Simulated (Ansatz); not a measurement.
`C[B]([SiH3])[GaH2]` + `C[SeH]` → `C[Se][GaH2]` + `CB[SiH3]` at 600 K and 1 bar (cleavage of the Ga–B bond).

Computed with Ansatz on PBE0-D4/def2-TZVP structures; ΔE is electronic, products minus reactants. CCSD(T)/CBS is the MP2 limit (def2-TZVPP, def2-QZVPP) plus CCSD(T) − MP2 in def2-TZVPP, frozen cores. For Ga, Se outer-core shells are correlated without core-valence functions, which leaves a few kJ/mol of doubt a bond. Scalar relativity is left out up to krypton.

```csv
species,CCSD(T)/CBS energy (Eh),H − E (kJ/mol),S (J/(mol·K))
`C[B]([SiH3])[GaH2]`,-2280.62864,276.5,498.8
`C[SeH]`,-2441.15625,149.5,312.9
`C[Se][GaH2]`,-4365.72567,185.2,408.2
`CB[SiH3]`,-356.10570,243.9,396.6
```

H − E and S are ideal-gas, rigid-rotor, harmonic terms from PBE0-D4/def2-TZVP, for one conformer and one mirror image of each species. 1 Eh = 2625.50 kJ/mol, R = 8.31446 J/(mol·K).

Problem. By hand: ΔE, ΔH, ΔS and ΔG.

Solution. ΔE = (-4365.72567) + (-356.10570) − (-2280.62864) − (-2441.15625) = -0.04648 Eh = -122.0 kJ/mol. Δ(H − E) = 185.2 + 243.9 − 276.5 − 149.5 = 3.1, so ΔH = -118.9 kJ/mol. ΔS = 408.2 + 396.6 − 498.8 − 312.9 = -6.9 J/(mol·K). ΔG = -118.9 − 600 × (-6.9)/1000 = -114.8 kJ/mol.

Problem. By hand: the equilibrium constant, and the temperature at which ΔG would vanish if ΔH and ΔS stayed fixed.

Solution. log₁₀ K = −ΔG/(RT ln 10) = 10.0. ΔG = 0 at ΔH/ΔS = 17232 K, far beyond where these terms or the molecules hold.

The number of gas molecules stays the same, so ΔS is small and ΔH decides. A doubt of 5 kJ/mol in ΔE shifts log₁₀ K by 0.4 here. Other conformers and mirror images would add mixing entropy, several J/(mol·K) or more a flexible species. Modes under 60 cm⁻¹, often nearly free rotors, make the harmonic entropy too high. These are equilibria of isolated gas molecules and say nothing of rates. Largest T1 diagnostic: 0.014 (customary marks: 0.02 for closed shells, 0.045 for open ones).
